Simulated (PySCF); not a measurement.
Isomers of C4H4O3, one GFN2-xTB conformer each. Single-point energies are computed at PBE0/pcSseg-1 (PySCF, gas phase, no added dispersion term), electronic only.

| SMILES | GFN2-xTB relative energy (kcal/mol) |
| --- | --- |
| O=C1CCC(=O)O1 | 0.0 |
| O=C[C@@H]1CC(=O)O1 | 39.7 |

Conformers: `[O:1]=[CH:2][C@@H:3]1[CH2:4][C:5](=[O:6])[O:7]1` with O1–C2–C3–C4 -90°.

Problem. What does PBE0/pcSseg-1 give for the same structures?

Solution. 
```csv
SMILES,PBE0/pcSseg-1 E (Eh),PBE0/pcSseg-1 (kcal/mol),GFN2-xTB (kcal/mol),point group
O=C1CCC(=O)O1,-380.07598,0.0,0.0,C2v
O=C[C@@H]1CC(=O)O1,-380.01825,36.2,39.7,C1
```

Both levels put the same isomer lowest. As drawn, the higher has a four-membered ring, which the lower lacks.

Problem. Which frontier levels, dipoles and rotational constants go with these structures?

Solution. 
```json
{"SMILES": "O=C1CCC(=O)O1", "HOMO (eV, PBE0/pcSseg-1)": "-8.43", "LUMO (eV)": "-0.89", "dipole (D)": "4.49", "A, B, C (MHz)": "5995, 2386, 1743"}
{"SMILES": "O=C[C@@H]1CC(=O)O1", "HOMO (eV, PBE0/pcSseg-1)": "-8.16", "LUMO (eV)": "-1.60", "dipole (D)": "1.79", "A, B, C (MHz)": "9152, 1611, 1501"}
```
